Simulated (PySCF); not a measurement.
C5H7NOSi2.
Atom-mapped SMILES: `[N:1]#[C:2][C:3]1=[CH:4][Si@@H:5]([O:6][SiH3:7])[CH:8]=[CH:9]1`

Definitions: NICS(0) = −σiso at the ring centroid; NICS(1) = −σiso and NICS(1)zz = −σzz at ±1 Å along the ring normal z. Level: GIAO PBE0/pcSseg-1 (PySCF, non-relativistic, gas phase) on the GFN2-xTB geometry, one conformer.

Ring bond lengths (Å), with Mayer bond orders in brackets: C3–C4 1.347 (1.79), C4–Si5 1.892 (0.81), Si5–C8 1.891 (0.84), C8–C9 1.335 (1.87), C9–C3 1.470 (1.02).

Q: What do the NICS probes read (ppm)?

A: 
```json
{"ring": "C3–C4–Si5–C8–C9", "type": "5-membered ring with Si; formal bonds 2 double, 3 single", "NICS(0)": "2.2", "NICS(1), two faces": "-0.4 / -1.2", "NICS(1)zz, two faces": "4.9 / 4.6", "rms pucker (Å)": "0.02", "centre to ring atoms, mean (Å)": "1.34"}
```

Q: What do they say, and how far can they be read as aromaticity?

A: 
- C3–C4–Si5–C8–C9: mean NICS(1)zz 4.7 ppm, deshielded. Si5 has four or more neighbours, so the value isn't read as a sign of a π ring current.

Hardware: one thread of an x86-64 server (shared host). Cost: 30 s wall. This is the whole shielding run at PBE0/pcSseg-1, SCF included.
